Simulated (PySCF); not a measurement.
Gas-phase reaction: Ti(OH)₄ + TiCl₄ = 2 TiCl₂(OH)₂

Computed with PySCF and rigid-rotor harmonic-oscillator thermochemistry at 1 bar. † marks an energy on the PBE0/def2-TZVP geometry and frequencies; other levels use their own. All species are closed-shell singlets. B3LYP is the form with VWN-RPA correlation. Ti(OH)₄, TiCl₂(OH)₂: computed as isolated molecules; such fragments, hydroxides, amides, oligomers or adducts are transient or little studied in the gas. The harmonic model lacks anharmonicity and excited electronic states, which grow with temperature; levels with a mode under 35 cm⁻¹ are left out. Soft modes under 120 cm⁻¹ make the harmonic entropy rough for TiCl₄, TiCl₂(OH)₂.

```csv
level,"ΔE electronic, kJ","ΔH°(298 K), kJ","ΔS°(298 K), J/K","ΔG°(1800 K), kJ"
B3LYP/def2-TZVP†,-30,-31,43,-112
BLYP/def2-TZVP†,-25,-27,43,-107
HF/def2-TZVP†,-47,-48,43,-129
PBE0/def2-TZVP,-32,-33,43,-113
LDA/def2-TZVP†,-28,-29,43,-110
```
ΔH° is lowest at HF/def2-TZVP† and highest at BLYP/def2-TZVP†. No reference value is set beside these.
